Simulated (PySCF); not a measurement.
## Calculated NMR parameters of FC(F)(F)[SiH2]O[SiH2]O[SiH3]

* Formula: CH7F3O2Si3
* SMILES: FC(F)(F)[SiH2]O[SiH2]O[SiH3]
* InChI: InChI=1S/CH7F3O2Si3/c2-1(3,4)8-6-9-5-7/h8-9H2,7H3
* Point group of the computed structure: C1
* Degrees of unsaturation: 0
* Carbon signals: 1
* Proton signals: 3

Numbering as in the mapped SMILES `[F:1][C:2]([F:3])([F:4])[SiH2:5][O:6][SiH2:7][O:8][SiH3:9]`; H(Xn) means a hydrogen on atom n.

- geometry from GFN2-xTB
- shielding tensors at PBE0/pcSseg-1 (GIAO)
- run in PySCF
- no relativistic terms, gas phase, a single conformation, one averaged value for each set of equivalent atoms

Scale: 1H (σref 31.72) and 13C (σref 186.93) and 29Si (σref 349.16) vs TMS; 19F (σref 170.95) against CFCl3; 17O (σref 336.08) vs H2O (reference shieldings calculated alike).

```tsv
carbon	δC, type	δH (multiplicity)	HMBC from (2–3 bonds)	span of the C tensor (ppm)
C2	138.3, C	–	H(Si5)	7
```

Other nuclei:
```tsv
atoms	nucleus	environment	δ (ppm)	σ (ppm)
H(Si9)	1H	hydrogen on a silicon bonded to O	5.26	26.46
H(Si5)	1H	hydrogen on a silicon bonded to C, O	5.06	26.65
H(Si7)	1H	hydrogen on a silicon bonded to 2 O	5.02	26.70
F1/F3/F4	19F	fluorine of a CF3 group	-81.0	251.9
Si9	29Si	silicon bonded to O, 3 H	-38.1	387.3
Si5	29Si	silicon bonded to C, O, 2 H	-46.2	395.4
Si7	29Si	silicon bonded to 2 O, 2 H	-48.8	398.0
O6	17O	oxygen bonded to 2 Si	51.6	284.5
O8	17O	oxygen bonded to 2 Si	41.9	294.1
```

- δC 138.3: CF3 carbon; 3 electronegative neighbours deshield it.
- δH 5.26: hydrogen on a silicon bonded to O.
- δH 5.06: hydrogen on a silicon bonded to C, O.
- δH 5.02: hydrogen on a silicon bonded to 2 O.

Splittings by 19F in the carbon and heteronuclear signals aren't shown, as no couplings were computed. Shifts are as computed. Against solution values, carbons near 30 ppm lie about +3 ppm off and those near 130 ppm about +5 ppm. Of 1211 compounds with measured shifts, 218 miss one by over three times the rms of a fit or turn the order of signals round; such compounds aren't used in these exercises. Unscaled 19F shifts against computed CFCl3 carry errors that often reach 10 to 50 ppm. Experimental scales use liquid or dissolved standards, which lie at an offset from isolated H2O (liquid H2O: subtract about 36 ppm). No couplings were computed; multiplicities are counted from neighbouring protons, with m where these are inequivalent, close in shift, in a saturated or five-membered ring or joined by F or P, and br s for small geminal =CH2 splittings.
